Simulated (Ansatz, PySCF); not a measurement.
H9N3Si2, SMILES N[SiH2]N[SiH2]N. Atoms are numbered in the order given.

```xyz
14

N     -0.1024    -0.9761    -2.5703
Si     0.0697     0.4395    -1.5872
N      0.6047    -0.0306     0.0000
Si     0.0697     0.4395     1.5872
N     -0.1024    -0.9761     2.5703
H      0.0482    -0.9164    -3.5724
H     -0.7814    -1.6959    -2.3424
H     -1.1639     1.2486    -1.3494
H      1.0437     1.2811    -2.3465
H      1.3896    -0.6827     0.0000
H     -1.1639     1.2486     1.3494
H      1.0437     1.2811     2.3465
H     -0.7814    -1.6959     2.3424
H      0.0482    -0.9164     3.5724
```

Geometry optimised at B3LYP-D3(BJ)/def2-SVP. The values are those of a single conformer.

Two levels are set side by side: PBE-D3(BJ)/def2-SVP (Ansatz, a first-principles code) and B3LYP-D3(BJ)/def2-SVP (Ansatz). Each level has its own optimised geometry; the coordinates shown are those of the second. Frequencies come from the Hessian of PySCF at each geometry. Differences are taken from unrounded values.

| quantity | B3LYP-D3(BJ) | PBE-D3(BJ) | PBE-D3(BJ) minus B3LYP-D3(BJ) |
|---|---|---|---|
| mean bond length (Å) | 1.385 | 1.395 | 0.010 |
| bond N1–Si2 (Å) | 1.732 | 1.743 | 0.011 |
| bond Si2–N3 (Å) | 1.740 | 1.749 | 0.009 |
| bond N3–Si4 (Å) | 1.740 | 1.749 | 0.009 |
| bond Si4–N5 (Å) | 1.732 | 1.743 | 0.011 |
| bond N1–H6 (Å) | 1.015 | 1.023 | 0.008 |
| bond N1–H7 (Å) | 1.015 | 1.023 | 0.008 |
| bond Si2–H8 (Å) | 1.494 | 1.509 | 0.015 |
| bond Si2–H9 (Å) | 1.495 | 1.508 | 0.014 |
| bond N3–H10 (Å) | 1.020 | 1.028 | 0.007 |
| bond Si4–H11 (Å) | 1.494 | 1.509 | 0.015 |
| bond Si4–H12 (Å) | 1.495 | 1.508 | 0.014 |
| bond N5–H13 (Å) | 1.015 | 1.023 | 0.008 |
| bond N5–H14 (Å) | 1.015 | 1.023 | 0.008 |
| highest harmonic wavenumber (cm⁻¹) | 3663 | 3587 | -76 |
| mean harmonic wavenumber (cm⁻¹) | 1258 | 1225 | -33 |
| zero-point energy (kcal/mol) | 64.74 | 63.02 | -1.72 |

Exact exchange shortens and stiffens bonds; PBE has none. Differences between two approximate levels are no errors against the true value.
